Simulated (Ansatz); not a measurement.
Start from `CC(C)[O][GaH][OH]` and change one atom or group to get `CC(C)[O][Ge][OH]`.

Ansatz, PBE0-D4/def2-TZVP geometries, multiplicity 1. Each molecule was computed in one conformer, which needn't be the lowest.

Scalar relativity is left out up to krypton.

```
                               property  `CC(C)[O][GaH][OH]`
      LUMO energy (PBE/def2-TZVPP) / eV                -1.28
    HOMO energy (B3LYP/def2-TZVPP) / eV                -7.62
     LUMO energy (PBE0/def2-TZVPP) / eV                -0.50
HOMO–LUMO gap (ωB97M-V/def2-TZVPP) / eV                11.41
      HOMO energy (PBE/def2-TZVPP) / eV                -6.34
    HOMO–LUMO gap (PBE/def2-TZVPP) / eV                 5.05
```

(1) What does the change do to each property? (An estimate is asked.)

Answers

(1) Ansatz gave: 
```tsv
property	`CC(C)[O][Ge][OH]`	shift
LUMO energy (PBE/def2-TZVPP) / eV	-2.21	-0.93
HOMO energy (B3LYP/def2-TZVPP) / eV	-7.04	0.58
LUMO energy (PBE0/def2-TZVPP) / eV	-1.47	-0.97
HOMO–LUMO gap (ωB97M-V/def2-TZVPP) / eV	9.91	-1.50
HOMO energy (PBE/def2-TZVPP) / eV	-5.99	0.35
HOMO–LUMO gap (PBE/def2-TZVPP) / eV	3.78	-1.27
```

With PBE0 the HOMO rises by 0.64 eV and the LUMO falls by 0.97 eV, so the gap narrows by about 1.61 eV. PBE moves the HOMO by 0.35 eV and ωB97M-V by 0.82 eV.

B3LYP here is the variant with VWN-RPA as its local correlation; programs differ in this.
